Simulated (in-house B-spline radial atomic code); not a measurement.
A fraction x of an electron is moved 3d → 4d in Ag³⁺, starting from [Kr] 4d8 and keeping the highest spin. All numbers are computed (scalar-relativistic (X2C) r2SCAN0, spin-polarised, spherical fractional occupations; Fermi nucleus of rms radius 4.5454 fm) with a radial B-spline atomic code at the basis-set limit, not measured.

Caution: exact exchange at fractional occupations of open shells leaves self-interaction of up to several eV.

```json
{"x": "0", "E(x) - E(0) (eV)": "0.0000", "3d down level (eV)": "-409.421", "4d down level (eV)": "-43.255"}
{"x": "0.125", "E(x) - E(0) (eV)": "45.8880", "3d down level (eV)": "-411.751", "4d down level (eV)": "-43.709"}
{"x": "0.25", "E(x) - E(0) (eV)": "?", "3d down level (eV)": "?", "4d down level (eV)": "?"}
{"x": "0.375", "E(x) - E(0) (eV)": "138.3662", "3d down level (eV)": "-416.395", "4d down level (eV)": "-44.615"}
{"x": "0.5", "E(x) - E(0) (eV)": "184.9552", "3d down level (eV)": "-418.709", "4d down level (eV)": "-45.067"}
{"x": "0.625", "E(x) - E(0) (eV)": "?", "3d down level (eV)": "?", "4d down level (eV)": "?"}
{"x": "0.75", "E(x) - E(0) (eV)": "278.8298", "3d down level (eV)": "-423.321", "4d down level (eV)": "-45.970"}
{"x": "0.875", "E(x) - E(0) (eV)": "326.1142", "3d down level (eV)": "-425.619", "4d down level (eV)": "-46.421"}
{"x": "1", "E(x) - E(0) (eV)": "373.6293", "3d down level (eV)": "-427.912", "4d down level (eV)": "-46.871"}
```

(1) What belongs in the row x = 0.25?

(2) What belongs in the row x = 0.625?

(3) Check Janak's theorem between x = 0.375 and 0.5.

Results:

(1) An energy change of 92.0103 eV; 3d down at -414.076 eV, 4d down at -44.162 eV.

(2) An energy change of 231.7766 eV; 3d down at -421.018 eV, 4d down at -45.519 eV.

(3) The slope of the energy is 372.71 eV; the orbital levels give 372.71 eV (ε of the receiving orbital less ε of the emptying one, averaged over the two points).
